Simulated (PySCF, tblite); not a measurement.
Isomers of C4H10ClFSi2, one GFN2-xTB conformer each. Single-point energies are computed at PBE0/pcSseg-1 (PySCF, gas phase, no added dispersion term), electronic only.

```
                         SMILES  GFN2-xTB relative energy (kcal/mol)
C=C(C)[Si@@H](Cl)[C@H](F)[SiH3]                                  5.1
     CC[Si@H](Cl)/C(F)=C/[SiH3]                                  0.0
  C=CC[Si@@H](Cl)[C@H](F)[SiH3]                                  6.6
F[C@@H]([SiH3])[Si@@H](Cl)C1CC1                                  1.0
```

Conformers: `[CH2:1]=[C:2]([CH3:3])[Si@@H:4]([Cl:5])[C@H:6]([F:7])[SiH3:8]` with C1–C2–Si4–Cl5 -26°, C2–Si4–C6–F7 166°; `[CH3:1][CH2:2][Si@H:3]([Cl:4])/[C:5]([F:6])=[CH:7]/[SiH3:8]` with C1–C2–Si3–Cl4 -58°, C2–Si3–C5–F6 -168°; `[CH2:1]=[CH:2][CH2:3][Si@@H:4]([Cl:5])[C@H:6]([F:7])[SiH3:8]` with C1–C2–C3–Si4 104°, C2–C3–Si4–Cl5 175°, C3–Si4–C6–F7 -44°; `[F:1][C@@H:2]([SiH3:3])[Si@@H:4]([Cl:5])[CH:6]1[CH2:7][CH2:8]1` with F1–C2–Si4–Cl5 66°, C2–Si4–C6–C7 85°.

Task: What does PBE0/pcSseg-1 give for the same structures?

Result: 
| SMILES | PBE0/pcSseg-1 E (Eh) | PBE0/pcSseg-1 (kcal/mol) | GFN2-xTB (kcal/mol) | point group |
| --- | --- | --- | --- | --- |
| CC[Si@H](Cl)/C(F)=C/[SiH3] | -1296.75029 | 0.0 | 0.0 | C1 |
| C=CC[Si@@H](Cl)[C@H](F)[SiH3] | -1296.73378 | 10.4 | 6.6 | C1 |
| C=C(C)[Si@@H](Cl)[C@H](F)[SiH3] | -1296.73127 | 11.9 | 5.1 | C1 |
| F[C@@H]([SiH3])[Si@@H](Cl)C1CC1 | -1296.72877 | 13.5 | 1.0 | C1 |

Both levels put the same isomer lowest; measured from each level's own lowest isomer, the values differ by up to 12.5 kcal/mol (F[C@@H]([SiH3])[Si@@H](Cl)C1CC1: 1.0 against 13.5). As drawn, the lowest has a C=C bond outside aromatic rings, which the highest lacks; the highest has a three-membered ring, which the lowest lacks. Neighbours under 2.5 kcal/mol apart (C=CC[Si@@H](Cl)[C@H](F)[SiH3] and C=C(C)[Si@@H](Cl)[C@H](F)[SiH3]; C=C(C)[Si@@H](Cl)[C@H](F)[SiH3] and F[C@@H]([SiH3])[Si@@H](Cl)C1CC1) can change places with a better method, another conformer or zero-point energy.

Task: Which frontier levels, dipoles and rotational constants go with these structures?

Result: 
```json
{"SMILES": "CC[Si@H](Cl)/C(F)=C/[SiH3]", "HOMO (eV, PBE0/pcSseg-1)": "-7.88", "LUMO (eV)": "-1.07", "dipole (D)": "2.69", "A, B, C (MHz)": "1874, 568.1, 484.5"}
{"SMILES": "C=CC[Si@@H](Cl)[C@H](F)[SiH3]", "HOMO (eV, PBE0/pcSseg-1)": "-7.41", "LUMO (eV)": "-0.19", "dipole (D)": "1.98", "A, B, C (MHz)": "1341, 835.7, 585.0"}
{"SMILES": "C=C(C)[Si@@H](Cl)[C@H](F)[SiH3]", "HOMO (eV, PBE0/pcSseg-1)": "-7.83", "LUMO (eV)": "-0.65", "dipole (D)": "3.01", "A, B, C (MHz)": "1243, 937.7, 601.1"}
{"SMILES": "F[C@@H]([SiH3])[Si@@H](Cl)C1CC1", "HOMO (eV, PBE0/pcSseg-1)": "-7.99", "LUMO (eV)": "0.17", "dipole (D)": "3.19", "A, B, C (MHz)": "1217, 958.5, 566.9"}
```

Task: What happens when harmonic zero-point energies from GFN2-xTB frequencies are added?

Result: 
```csv
SMILES,ZPE (kcal/mol),electronic (kcal/mol),with ZPE (kcal/mol)
CC[Si@H](Cl)/C(F)=C/[SiH3],77.0,0.0,0.0
C=CC[Si@@H](Cl)[C@H](F)[SiH3],76.4,10.4,9.8
C=C(C)[Si@@H](Cl)[C@H](F)[SiH3],76.6,11.9,11.5
F[C@@H]([SiH3])[Si@@H](Cl)C1CC1,77.7,13.5,14.2
```

The zero-point energies span 1.3 kcal/mol. The order is unchanged.

Task: As an exercise, what shares would exp(−E/RT) give at 1000 K from these electronic energies alone (no entropy, no degeneracies)?

Result: RT = 1.987 kcal/mol: CC[Si@H](Cl)/C(F)=C/[SiH3] 99.1 %, C=CC[Si@@H](Cl)[C@H](F)[SiH3] 0.5 %, C=C(C)[Si@@H](Cl)[C@H](F)[SiH3] 0.2 %, F[C@@H]([SiH3])[Si@@H](Cl)C1CC1 0.1 %.
